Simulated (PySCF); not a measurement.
H4GeO4, singlet, at a GFN2-xTB geometry, with bond 9-5 at 2.4 times its length; CASSCF(4,6)+NEVPT2/STO-3G (PySCF).

The PySCF input:
```python
from pyscf import gto, scf, mcscf, mrpt
import numpy

mol = gto.Mole()
mol.atom = '''
    O     0.45392392    1.38847282   -0.91076508
    Ge    0.00000000    0.00000000    0.00000000
    O    -1.15045194    0.32069653    1.23976239
    O    -0.72572785   -1.11330515   -1.09419717
    O     1.42225587   -0.59586420    0.76519986
    H    -0.16786117    1.66806763   -1.57974223
    H    -0.80249953    0.71304369    2.03808138
    H    -1.24777282   -1.80694009   -0.69587570
    H     3.33236221   -0.54380107   -0.50119208
'''
mol.basis = 'sto-3g'
mol.verbose = 3
mol.build()

mf = scf.RHF(mol)
mf.kernel()
mc = mcscf.CASSCF(mf, 6, 4)
mc.fix_spin_(ss=0.0)
mc.kernel()
occ = numpy.linalg.eigvalsh(mc.fcisolver.make_rdm1(mc.ci, mc.ncas, mc.nelecas))[::-1]
ss = mc.fcisolver.spin_square(mc.ci, mc.ncas, mc.nelecas)[0]
print('natural occupations', occ.round(4), ' <S^2>', round(ss, 4))
e2 = mrpt.NEVPT(mc).kernel()
print('E(NEVPT2) = %.10f' % (mc.e_tot + e2))
```

The log (banner, timings and long lists left out):

```
converged SCF energy = -2349.14370257006
CASSCF energy = -2349.37910229650
CASCI E = -2349.37910229650  E(CI) = -4.57700691212040  S^2 = 0.0000000
natural occupations [1.9750e+00 1.2664e+00 7.3250e-01 2.4800e-02 1.2000e-03 1.0000e-04]  <S^2> 0.0
Sr    (-1)',   E = -0.00000873296616
Si    (+1)',   E = -0.00672327184281
Sijrs (0)  ,   E = -0.06119267893312
Sijr  (+1) ,   E = -0.03877588576142
Srsi  (-1) ,   E = -0.00067373286339
Srs   (-2) ,   E = -0.00000643806927
Sij   (+2) ,   E = -0.01948246881071
Sir   (0)' ,   E = -0.00295940049369
Nevpt2 Energy = -0.129822609740581
E(NEVPT2) = -2349.5089249062
```
